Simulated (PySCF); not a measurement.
**Ionising NaTl**

RHF-CCSD(T); PySCF, scalar-relativistic core potentials, basis sets Na cc-pVDZ, Tl cc-pVDZ-PP with ECP60. Neutral (RHF): singlet (closed shell), Re = 3.325 Å, ωe = 133 cm⁻¹, De = 0.74 eV.

NaTl⁺ (UHF): doublet (σ ↑), Re = 3.592 Å, ωe = 100.0 cm⁻¹. The energies at the minima are -333.46115 hartree for NaTl and -333.28859 for NaTl⁺.

(1) Work out the adiabatic ionisation energy, without and with harmonic zero-point energies (1 hartree = 27.2114 eV, 1 eV = 8065.5 cm⁻¹), and the change of the bond length.

Correlated steps freeze 5 core orbitals. Correlated levels converge slowly with the basis: in double zeta they bind strong bonds too weakly, by up to about 1 eV, and carry superposition errors of some tenths. These are scalar-relativistic numbers at best; spin–orbit coupling would shift them, the dissociation energy most. Where the molecule has an RHF reference, its open-shell atoms are computed with UHF. States were picked by a PBE0 search and need not be the measured ground states.

Neutral and ion stand on different kinds of reference determinant, which adds to the error of the difference.

Answers

(1) At CCSD(T): 0.17256 hartree = 4.696 eV between the minima; the zero-point term (100.0 − 133.0)/2 cm⁻¹ = -0.002 eV makes it 4.694 eV. Re changes by +26.7 pm against the neutral. The electron leaves a σ orbital, and the longer bond of the ion fits a bonding orbital, or a change in how ionic the bond is.
